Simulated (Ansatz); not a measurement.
Problem. Name a neutral molecule of C, N, O and H with size of the dipole moment (B3LYP/def2-TZVPP) between 3.65 and 3.95 D and vertical ionisation energy (CCSD(T)/CBS(def2)) between 9.75 and 10.05 eV (Ansatz, PBE0-D4/def2-TZVP geometry).

Solution. `CCCCC(N)=O` (3.65 D, 9.82 eV). Other molecules can fit too; these were computed, each in one conformer that needn't be the lowest.

B3LYP here is the variant with VWN-RPA as its local correlation; programs differ in this.
